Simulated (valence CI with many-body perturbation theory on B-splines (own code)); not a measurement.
# Ce⁴⁵⁺: calculated level list

Calculated by valence CI with perturbative core correlation (CI+MBPT): three valence electrons over a frozen Dirac-Fock core [Ne], a basis of 11 s, 11 p, 10 d, 8 f, 5 g, 2 h functions for each j, with the one-electron correlation potential Σ1 (screened to all orders), the two-electron term Σ2, the three-electron term Σ3, Breit, model QED; selected single and double excitations, second order for the rest, scaled by the run's own slope (own B-spline code, finite nucleus).

The last digits are not significant, and no measured levels were compared; by estimate large intervals hold to a few tenths of a per cent, small ones and those within an open d or f shell to about a per cent.

Levels 46 to 90 of 157, with energies above the lowest level, (3s^2 3p1/2) J=1/2. "Leading %" is the weight of the configuration and term that name the level; weights of strongly mixed levels are sums over their largest components and can fall short. In the jj column 3d3/2^4 stands for four electrons in 3d with j = 3/2. Lifetimes count E1, E2, E3, M1 and M2 decay at the calculated energies, and are blank where another channel may lead or the interval is too uncertain; long ones can be off by a factor of two.

| No. | Configuration | Term | J | E (eV) | Leading % | Lifetime | g | Leading jj |
| --- | --- | --- | --- | --- | --- | --- | --- | --- |
| 46 | 3p2.3d | 2G | 7/2 | 613.59 | 41 | 4.32 ps | 1.057 | 3p1/2 3p3/2 3d3/2 (89 %) |
| 47 | 3p2.3d | 2D | 3/2 | 631.75 | 40 | 1.52 ps | 1.099 | 3p1/2 3p3/2 3d3/2 (84 %) |
| 48 | 3p2.3d | 4P | 5/2 | 632.39 | 30 | 1.66 ps | 1.213 | 3p1/2 3p3/2 3d3/2 (72 %) |
| 49 | 3p2.3d | 4D | 7/2 | 634.79 | 45 | 3.70 ps | 1.295 | 3p1/2 3p3/2 3d5/2 (98 %) |
| 50 | 3p2.3d | 4P | 1/2 | 635.72 | 36 | 1.69 ps | 1.720 | 3p1/2 3p3/2 3d3/2 (88 %) |
| 51 | 3p2.3d | 2G | 9/2 | 641.38 | 57 | 6.00 ps | 1.187 | 3p1/2 3p3/2 3d5/2 (94 %) |
| 52 | 3p2.3d | 2P | 3/2 | 643.72 | 49 | 2.92 ps | 1.397 | 3p1/2 3p3/2 3d5/2 (88 %) |
| 53 | 3p2.3d | 2D | 5/2 | 646.46 | 40 | 3.49 ps | 1.158 | 3p1/2 3p3/2 3d5/2 (86 %) |
| 54 | 3p2.3d | 2F | 7/2 | 655.72 | 45 | 3.75 ps | 1.082 | 3p1/2 3p3/2 3d5/2 (77 %) |
| 55 | 3s.3d2 | 4F | 3/2 | 657.83 | 82 | 1.48 ps | 0.495 | 3s 3d3/2^2 (84 %) |
| 56 | 3p2.3d | 2F | 5/2 | 660.49 | 37 | 2.21 ps | 1.165 | 3p1/2 3p3/2 3d5/2 (80 %) |
| 57 | 3s.3d2 | 4F | 5/2 | 665.55 | 70 | 1.28 ps | 1.062 | 3s 3d3/2^2 (68 %) |
| 58 | 3p2.3d | 2P | 1/2 | 666.25 | 51 | 3.30 ps | 1.189 | 3p1/2 3p3/2 3d5/2 (86 %) |
| 59 | 3p2.3d | 2D | 3/2 | 668.38 | 60 | 2.23 ps | 0.894 | 3p1/2 3p3/2 3d5/2 (85 %) |
| 60 | 3s.3d2 | 4P | 1/2 | 679.43 | 78 | 1.18 ps | 2.481 | 3s 3d3/2^2 (76 %) |
| 61 | 3s.3d2 | 4F | 7/2 | 682.55 | 93 | 2.00 ps | 1.224 | 3s 3d3/2 3d5/2 (87 %) |
| 62 | 3s.3d2 | 4P | 5/2 | 688.62 | 34 | 1.75 ps | 1.264 | 3s 3d3/2 3d5/2 (82 %) |
| 63 | 3s.3d2 | 4P | 3/2 | 691.69 | 87 | 1.91 ps | 1.601 | 3s 3d3/2 3d5/2 (97 %) |
| 64 | 3s.3d2 | 4F | 9/2 | 692.56 | 66 | 2.42 ps | 1.259 | 3s 3d3/2 3d5/2 (72 %) |
| 65 | 3s.3d2 | 2G | 7/2 | 700.64 | 63 | 2.53 ps | 0.993 | 3s 3d3/2 3d5/2 (87 %) |
| 66 | 3s.3d2 | 2F | 5/2 | 701.23 | 45 | 1.61 ps | 1.173 | 3s 3d3/2 3d5/2 (73 %) |
| 67 | 3s.3d2 | 2D | 3/2 | 701.53 | 45 | 1.72 ps | 1.079 | 3s 3d3/2 3d5/2 (68 %) |
| 68 | 3s.3d2 | 2P | 1/2 | 707.64 | 50 | 1.39 ps | 1.159 | 3s 3d3/2 3d5/2 (58 %) |
| 69 | 3s.3d2 | 2G | 9/2 | 713.56 | 59 | 3.57 ps | 1.195 | 3s 3d5/2^2 (74 %) |
| 70 | 3s.3d2 | 2D | 5/2 | 722.81 | 51 | 2.81 ps | 1.255 | 3s 3d5/2^2 (86 %) |
| 71 | 3s.3d2 | 2F | 7/2 | 723.07 | 39 | 3.98 ps | 1.125 | 3s 3d5/2^2 (66 %) |
| 72 | 3s.3d2 | 2P | 3/2 | 731.05 | 50 | 2.84 ps | 1.175 | 3s 3d5/2^2 (73 %) |
| 73 | 3s.3d2 | 2S | 1/2 | 741.99 | 62 | 2.54 ps | 1.674 | 3s 3d5/2^2 (66 %) |
| 74 | 3p2.3d | 2D | 3/2 | 742.57 | 43 | 1.05 ps | 1.044 | 3p3/2^2 3d3/2 (87 %) |
| 75 | 3p2.3d | 2D | 5/2 | 747.69 | 27 | 1.06 ps | 1.186 | 3p3/2^2 3d3/2 (77 %) |
| 76 | 3p2.3d | 2F | 7/2 | 754.15 | 59 | 1.16 ps | 1.067 | 3p3/2^2 3d3/2 (84 %) |
| 77 | 3p2.3d | 2P | 1/2 | 755.58 | 33 | 954 fs | 1.371 | 3p3/2^2 3d3/2 (73 %) |
| 78 | 3p2.3d | 4F | 9/2 | 758.90 | 51 | 1.89 ps | 1.218 | 3p3/2^2 3d5/2 (92 %) |
| 79 | 3p.3d2 | 4G° | 5/2 | 759.56 | 59 | 7.73 ps | 0.712 | 3p1/2 3d3/2^2 (98 %) |
| 80 | 3p2.3d | 2F | 7/2 | 764.39 | 43 | 1.48 ps | 1.210 | 3p3/2^2 3d5/2 (73 %) |
| 81 | 3p2.3d | 2D | 3/2 | 765.86 | 64 | 1.08 ps | 0.922 | 3p3/2^2 3d3/2 (88 %) |
| 82 | 3p2.3d | 2S | 1/2 | 775.57 | 34 | 1.30 ps | 1.523 | 3p3/2^2 3d5/2 (71 %) |
| 83 | 3p2.3d | 2D | 5/2 | 780.81 | 78 | 1.73 ps | 1.199 | 3p3/2^2 3d5/2 (97 %) |
| 84 | 3p.3d2 | 4F° | 3/2 | 788.64 | 47 | 1.47 ps | 0.684 | 3p1/2 3d3/2^2 (87 %) |
| 85 | 3p.3d2 | 4D° | 1/2 | 788.97 | 48 | 2.40 ps | 0.645 | 3p1/2 3d3/2^2 (94 %) |
| 86 | 3p.3d2 | 4G° | 7/2 | 790.82 | 65 | 8.81 ps | 1.009 | 3p1/2 3d3/2 3d5/2 (97 %) |
| 87 | 3p2.3d | 2D | 5/2 | 794.58 | 51 | 1.21 ps | 1.114 | 3p3/2^2 3d5/2 (85 %) |
| 88 | 3p.3d2 | 2D° | 5/2 | 794.69 | 27 | 6.16 ps | 1.064 | 3p1/2 3d3/2 3d5/2 (98 %) |
| 89 | 3p2.3d | 2P | 3/2 | 794.71 | 45 | 1.15 ps | 1.180 | 3p3/2^2 3d5/2 (83 %) |
| 90 | 3p.3d2 | 4D° | 3/2 | 800.69 | 43 | 4.50 ps | 1.189 | 3p1/2 3d3/2 3d5/2 (90 %) |
